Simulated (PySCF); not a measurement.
## Correlation energy of Os+ (osmium, charge +1)

[Xe] 4f14 5d6 6s1, high-spin 6D determinant. All numbers are calculated (PySCF 2.14, scalar relativity by spin-free X2C-1e, in ANO-RCC-VTZP (8s7p5d3f2g1h, 104 functions)). Frozen: [Xe] 4f14; 7 electrons correlated.

```csv
level,correlation energy (mhartree)
CCSD,-123.12
(T),-2.90
CCSD(T),-126.02
```

Diagnostics: T1 = 0.0058, D1 = 0.0161, largest double amplitude 0.032.

Spin-orbit coupling, absent here, splits the open shell strongly.

Cost of the coupled-cluster step: about 14 core-seconds, for 7 correlated electrons.
